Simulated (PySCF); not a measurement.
## Chlorine: a sound run and one with changed settings

Sound run: Cl²⁺ [Ne] 3s2 3p3, Cl³⁺ [Ne] 3s2 3p2. Computed with PySCF 2.14 in cc-pVDZ-DK, with the spin-free X2C one-electron Hamiltonian (Gaussian nucleus). The sound run starts from symmetry-adapted Hartree-Fock orbitals and uses a fine grid where one is needed.

A second run was set up differently.

| species | method | sound run (hartree) | changed run (hartree) | converged |
| --- | --- | --- | --- | --- |
| Cl²⁺ | UHF | -459.61674 | -459.61656 | no |
| Cl²⁺ | MN15 | -460.26329 | -460.26328 | no |
| Cl²⁺ | B3LYP | -460.21725 | -460.21724 | no |
| Cl³⁺ | UHF | -458.18522 | -458.18501 | no |
| Cl³⁺ | MN15 | -458.80230 | -458.80228 | no |
| Cl³⁺ | B3LYP | -458.76332 | -458.76330 | no |

(1) What was changed?
A. too few SCF iterations
B. basis contracted for another Hamiltonian
C. a valence shell is frozen
D. angular grid far too coarse

Answers

(1) A. It used initial guess minao, at most 3 SCF cycles. The SCF was stopped early; the energies are upper bounds that still move, and correlated levels were skipped or rest on poor orbitals.
